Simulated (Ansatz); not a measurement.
Reaction (redistribution): `C[CH2][InH][F]` + `CC(C)[NH][AlH2]` → `CC(C)[NH][InH][F]` + `C[CH2][AlH2]`

Computed with Ansatz on PBE0-D4/def2-TZVP structures; ΔE is electronic, products minus reactants. CBS: MP2 limit from def2 TZ/QZ plus the TZ coupled-cluster correction, frozen cores. DFT in def2-TZVPP. Elements past krypton have def2 core potentials. For In outer-core shells are correlated without core-valence functions, which leaves a few kJ/mol of doubt a bond. One conformer a species, not always the lowest.

(1) Is it downhill or uphill in electronic energy at CCSD(T)/CBS, and by how much? (Best estimate.)

(2) What do these levels give: PBE0-D4, ωB97X-V, B2PLYP, PBE0, CCSD(T)/def2-TZVPP, MP2/CBS(def2)? (Estimate.)

Largest T1 diagnostic among the species: 0.015.

Results:

(1) Computed: Uphill: ΔE = +17.7 kcal/mol.

(2) The calculation gave: PBE0-D4 18.4, ωB97X-V 18.1, B2PLYP 19.2, PBE0 18.6, CCSD(T)/def2-TZVPP 18.6, MP2/CBS(def2) 18.0 kcal/mol.
